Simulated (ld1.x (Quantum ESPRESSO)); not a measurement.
How hard is this Si (Z = 14) PAW potential?

Si (Z = 14), PAW, made with ld1.x (Quantum ESPRESSO) 7.5 (LDA (PZ), non-relativistic). Core [Ne], reference 3s2 3p2. Waves: 3s (bound): rcut 1.30, rcutus 1.70 bohr; 3s channel at -0.25 Ry: rcut 1.30, rcutus 1.70 bohr; 3p (bound): rcut 1.60, rcutus 2.10 bohr; 3p channel at 2.95 Ry: rcut 1.60, rcutus 2.10 bohr; 3d channel at 0.15 Ry: rcut 1.30, rcutus 1.65 bohr. Local part: all-electron potential smoothed inside 2.05 bohr (lloc = -1). Core correction: a·sin(br)/r model core inside 1.45 bohr. Augmentation charge: PSQ, radius 1.05 bohr.

The pseudo-atom Hamiltonian at the reference potential is diagonalised in spherical Bessel functions j_l(qr) that vanish at 20 bohr, with q² up to the cutoff. All-electron valence levels (Ry): 3s -0.7966, 3p -0.3070.

Task: How do the lowest levels (Ry) of each channel move with the cutoff, and are there ghosts?

Result:

| cutoff (Ry) | s #1 | p #1 | p #2 | d #1 | d #2 | f #1 | Σ f·Δε (mRy) |
| --- | --- | --- | --- | --- | --- | --- | --- |
| 8 | -0.7901 | -0.3035 | 0.0273 | 0.0567 | 0.1315 | 0.1107 | 20.8 |
| 10 | -0.7942 | -0.3056 | 0.0271 | 0.0565 | 0.1309 | 0.1107 | 8.4 |
| 12 | -0.7960 | -0.3065 | 0.0271 | 0.0564 | 0.1304 | 0.1107 | 2.9 |
| 15 | -0.7965 | -0.3070 | 0.0270 | 0.0563 | 0.1301 | 0.1107 | 0.8 |
| 18 | -0.7966 | -0.3071 | 0.0270 | 0.0563 | 0.1297 | 0.1107 | 0.5 |
| 21 | -0.7966 | -0.3072 | 0.0270 | 0.0562 | 0.1296 | 0.1107 | 0.4 |
| 400 | -0.7968 | -0.3072 | 0.0270 | 0.0562 | 0.1294 | 0.1107 | 0.0 |

Result: no extra level below or beside the all-electron valence levels (s, p, d, f tested); 10 mRy is reached at 10 Ry and 1 mRy at 15 Ry.

Test run stopped at test 2 of 9 (negative rho).
